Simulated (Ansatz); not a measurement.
A made-up structure of NH3Te, singlet:

```
5
angstrom
N -0.2296 -0.6587 -0.1242
Te 0.4197 1.1133 0.6185
H 1.4667 0.3435 1.6990
H 0.4132 -1.3957 0.1345
H 0.5387 1.8173 -0.8833
```

It is relaxed with PBE-D4/def2-SVP and then PBE0-D4/def2-TZVP (Ansatz 0.2.0). Atoms count as bonded within 1.22 times the sum of their covalent radii (H–H: 0.88 Å). The end point is not checked to be a true minimum.

Q: Does its bonding change? (Judge from chemistry; the calculation decides.)

A: Computed: No: no bond forms or breaks.

Where it ends: The first stage lowers the energy by 1.55 eV in 10 steps. It ends as NH₃Te ([NH][TeH2]):
```csv
atom,x (Å),y (Å),z (Å)
N1,-0.4115,-0.8489,0.1439
Te2,0.0724,0.9141,0.6395
H3,1.5406,0.8694,1.5048
H4,0.4082,-1.3273,-0.2343
H5,0.9990,1.6124,-0.6095
```

Labels in which every atom is bracketed show which atoms are joined, not bond orders.

For scale, one of the runs: PBE0-D4/def2-TZVP relaxation, 99 basis functions, launched by `ansatz run in.yaml --threads 2 --pin off --events-out ev --progress --plain --max-ram 4352MiB`. The run took about 11 s on 2 CPU threads of an Arm Neoverse V1 (shared host).
